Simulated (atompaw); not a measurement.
# What one change does to a pseudopotential (Al, PAW (atompaw))

| Item | Value |
| --- | --- |
| Element | aluminium (Al) |
| Generator | atompaw 4.2.0.5 |
| Type | PAW |
| Functional | LDA (PW92) |
| Relativity | scalar-relativistic |
| Frozen core | [Ne] |
| Valence charge | 3 |
| Reference configuration | 3s2 3p1 |
| Partial waves | 3s (bound): rc 2.10 bohr; 3s channel at 0.05 Ry: rc 1.45 bohr; 3p (bound): rc 2.10 bohr; 3p channel at 3.6 Ry: rc 2.10 bohr |
| Local potential | bessel scheme, radius 1.95 bohr |
| Core correction | smooth core density matched at 1.85 bohr |
| Augmentation charge | sinc compensation charge, radius 1.80 bohr; PAW radius 2.10 bohr; waves and projectors: custom polynom gramschmidtortho |

All-electron outer shells of the reference configuration (LDA (PW92), scalar-relativistic, ld1.x):

```tsv
shell	level (eV)	outermost node (bohr)	outermost maximum (bohr)
2s	-107.51	0.17	0.50
2p	-69.72	–	0.43
3s	-7.83	0.80	2.06
3p	-2.78	0.82	2.64
```

Change: all radii scaled by about 0.95 (s 2.00, p 2.00 bohr); local potential bessel scheme, radius 1.86 bohr; augmentation sinc compensation charge, radius 1.70 bohr; PAW radius 2.00 bohr; waves and projectors: custom polynom gramschmidtortho; core correction smooth core density matched at 1.76 bohr.

Cutoffs: the cutoffs (Ry, on a coarse ladder) from which the occupation-weighted sum of valence levels, in a spherical-Bessel basis at the reference potential, stays within 10 and 1 mRy of its value at 400 Ry; they do not see the model core or the augmentation charge, which bear on the density cutoff.

Task: What does the change do?

Result: The potential gets harder (6 Ry and 12 Ry → 8 Ry and 15 Ry); a bound ghost appears in s, which as a rule spoils a file. A smaller radius makes the pseudo-wave follow the all-electron one further in, where it bends more sharply, so more plane waves are needed.

| quantity | base | changed |
| --- | --- | --- |
| cutoff, loose | 6 Ry | 8 Ry |
| cutoff, tight | 12 Ry | 15 Ry |
| bound ghosts | none | s |
| lowest overlap eigenvalue by channel | s 0.02, p 0.65 | s 0.01, p 0.63 |

 A true bound ghost makes a file unfit for plane-wave use even where its test errors are small: the radial tests pick states by their node count and pass the ghost by. The cutoffs see the waves, projectors and local potential, not the compensation charge or the core.
